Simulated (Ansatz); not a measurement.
(I2In-mu-H)3 (In3H3I6). Total charge 0; singlet. Geometry PBE-D4/def2-SVP; atoms count from 1.

```tsv
atom	x (Å)	y (Å)	z (Å)
In1	-0.862	-1.866	0.110
I2	-0.082	-4.200	1.181
I3	-3.161	-1.352	-1.183
H4	0.534	-1.219	-1.015
In5	1.239	0.457	-1.598
I6	3.852	0.439	-0.983
I7	0.121	1.050	-3.963
H8	0.336	1.481	-0.266
In9	-0.338	1.371	1.517
I10	1.737	1.718	3.187
I11	-2.707	2.629	1.577
H12	-0.670	-0.509	1.436
```

In the def2 sets I, In take a core potential; there is no spin–orbit coupling. Single mean-field runs in def2-TZVP are fitted with def2-universal-jkfit.

Q: Estimate the Mulliken populations from the PBE0/def2-TZVP orbitals of Ansatz.

A: 
| atom | charge (e) |
| --- | --- |
| In1 | 0.53 |
| I2 | -0.24 |
| I3 | -0.24 |
| H4 | -0.07 |
| In5 | 0.55 |
| I6 | -0.24 |
| I7 | -0.24 |
| H8 | -0.07 |
| In9 | 0.55 |
| I10 | -0.24 |
| I11 | -0.24 |
| H12 | -0.07 |
Mulliken values and Mayer orders depend strongly on the basis.

Q: And the Mayer bond orders between bonded heavy atoms (over 0.3)?

A: In1–I2 1.02 (2.68 Å); In1–I3 1.03 (2.69 Å); In5–I6 1.03 (2.68 Å); In5–I7 1.03 (2.68 Å); In9–I10 1.03 (2.69 Å); In9–I11 1.03 (2.68 Å).
